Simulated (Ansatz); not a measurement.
A search over several starts for the lowest SCF solution of VF₅ at the given spin, in a small basis.

```yaml
crystal:
  periodic: [false, false, false]
  atoms:
    - {symbol: V, position_ang: [-0.000309, 0.000278, -0.000016]}
    - {symbol: F, position_ang: [-0.014555, -0.006066, 1.719985]}
    - {symbol: F, position_ang: [0.015567, 0.004279, -1.720016]}
    - {symbol: F, position_ang: [1.684881, 0.010550, 0.014792]}
    - {symbol: F, position_ang: [-0.850961, 1.454911, -0.003093]}
    - {symbol: F, position_ang: [-0.834632, -1.463953, -0.011652]}
basis:
  gaussian: {orbitals: def2-SVP, initial_orbitals: start.molden}
hamiltonian: {xc: pbe0, dispersion: d4}
output: {orbitals: {seedname: orbitals}}
```

The file start.molden holds the orbitals of an earlier run on this structure, at another level or in another basis.

```sh
$ ansatz run in.yaml --threads 4 --pin off --events-out ev --progress --plain --max-ram 3916MiB
```

Output, abridged:

```
Functional definition: PBE0
989 factors; integrals over basis functions are off by at most 1.6e-3 eV
mean field evaluation 1: about -39243.6861 eV, gradient 7.0e-1 eV
mean field evaluation 2: about -39243.8247 eV, gradient 3.2e-4 eV
mean field evaluation 4: about -39243.8247 eV, gradient 1.5e-5 eV
mean field evaluation 8: about -39238.7554 eV, gradient 5.5e1 eV
mean field evaluation 16: about -39243.8247 eV, gradient 6.4e-2 eV
mean field -39243.82473814 eV, -1442.1839587067 hartree, gradient 1.5e-5 eV, S^2 0.000000; 1 other end points of the search recorded, 0 dependent functions left out
reference -39243.82481759 eV, -1442.1839616265 hartree; 34, 34 occupied and 67, 67 virtual orbitals, 989 factors
Total energy: -39243.91155546 eV, -1442.1871491845 hartree
```

It took 1.6 s on 4 threads of Arm Neoverse V1 on a shared host.
